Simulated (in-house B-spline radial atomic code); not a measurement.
Ar³⁺. Computed with a B-spline radial atomic code. Model: all-electron spherical atom, spin shells full or empty, radial basis limit, no spin-orbit coupling: exact exchange with a local potential (Slater, KLI or optimised effective potential, whose far tail is KLI's), no correlation.

Exchange potential has not reached -1/r at the last radius.

The run also made RPA and GW results, which its time includes.

The Slater potential averages the orbital exchange potentials with the orbital densities as weights, KLI adds orbital constants, and the optimised effective potential minimises the exact-exchange energy among local potentials. So their energies lie above Hartree-Fock in the order OEP, KLI, Slater. All fall off as −1/r, unlike LDA and GGA exchange.

Command:
```bash
python run_gw.py task.json out
```
Settings (nuclear radius in fm, other lengths in bohr, energies in hartree):
```
Z                      18
electrons              15
configuration          [Ne] 3s2 3p3
hamiltonian            x2c
method                 kli
lmax                   9
rms_radius             3.4274
spin_polarised         True
box_radius             14.14
intervals              102
```

Cost of the run: 7.1 s on 1 thread of Intel(R) Xeon(R) Platinum 8375C CPU @ 2.90GHz (Ice Lake), on a shared host.

Given: hamiltonian one-electron scalar X2C; mean-field start exchange-only KLI.

Computed: energy above Hartree-Fock 6.1554 millihartree.

| radius (bohr) | r times exchange potential up (hartree bohr) | r times exchange potential down (hartree bohr) |
| --- | --- | --- |
| 0.00278 | -0.04051 | -0.040488 |
| 0.00338 | -0.049199 | -0.049171 |
| 0.00411 | -0.059732 | -0.059699 |
| 0.00499 | -0.07236 | -0.072319 |
| 0.00607 | -0.087736 | -0.087686 |
| 0.00739 | -0.10633 | -0.10627 |
| 0.00898 | -0.12838 | -0.12831 |
| 0.0109 | -0.15445 | -0.15436 |
| 0.0133 | -0.18607 | -0.18595 |
| 0.0161 | -0.22145 | -0.22129 |
| 0.0196 | -0.26319 | -0.26299 |
| 0.0239 | -0.3105 | -0.31022 |
| 0.029 | -0.36072 | -0.36034 |
| 0.0353 | -0.41396 | -0.41342 |
| 0.0429 | -0.46575 | -0.46494 |
| 0.0522 | -0.51219 | -0.51095 |
| 0.0635 | -0.54712 | -0.54512 |
| 0.0772 | -0.56482 | -0.56134 |
| 0.0939 | -0.56319 | -0.55655 |
| 0.114 | -0.55316 | -0.54009 |
| 0.139 | -0.5696 | -0.54659 |
| 0.169 | -0.64824 | -0.61766 |
| 0.205 | -0.77399 | -0.7416 |
| 0.25 | -0.9098 | -0.87922 |
| 0.303 | -1.0146 | -0.98862 |
| 0.369 | -1.0678 | -1.0508 |
| 0.449 | -1.0444 | -1.0436 |
| 0.546 | -0.9341 | -0.95968 |
| 0.664 | ? | ? |
| 0.807 | -0.86988 | -0.68898 |
| 0.981 | -1.0872 | -0.74205 |
| 1.19 | ? | ? |
| 1.45 | -1.3625 | -0.93505 |
| 1.76 | -1.372 | -0.97574 |
| 2.15 | -1.3163 | -0.99339 |
| 2.61 | -1.237 | -0.99868 |
| 3.17 | -1.1623 | -0.99983 |

(1) What belongs in the row 0.664?

(2) What belongs in the row 1.19?

```tsv
occupied	level (hartree)	Hartree-Fock level (hartree)
1s up	-116.79	-120.93
1s down	?	?
2s up	-13.104	-14.192
2s down	-13.053	-14.142
2p up	-10.651	-11.374
2p down	-10.578	-11.28
3s up	?	?
3s down	-2.4865	-2.489
3p up	-2.1738	-2.1765
```

(3) What belongs in the row 1s down?

(4) What belongs in the row 3s up?

```tsv
empty	level (hartree)
3p down	-1.921
3d up	-1.3477
3d down	-1.1379
4s up	-1.0602
4s down	-0.97742
4p up	-0.89193
4p down	?
4d up	-0.65307
```

(5) What belongs in the row 4p down?

## Answers

(1) r times exchange potential up (hartree bohr): -0.80019; r times exchange potential down (hartree bohr): -0.80991.

(2) r times exchange potential up (hartree bohr): -1.2648; r times exchange potential down (hartree bohr): -0.85598.

(3) level (hartree): -116.72; Hartree-Fock level (hartree): -120.87.

(4) level (hartree): -2.7509; Hartree-Fock level (hartree): -2.946.

(5) level (hartree): -0.82258.

The highest level, 3p up, differs from Hartree-Fock by +0.073 eV and the deepest, 1s up, by +113 eV: a local potential can match the highest level but can't give each shell its own exchange.
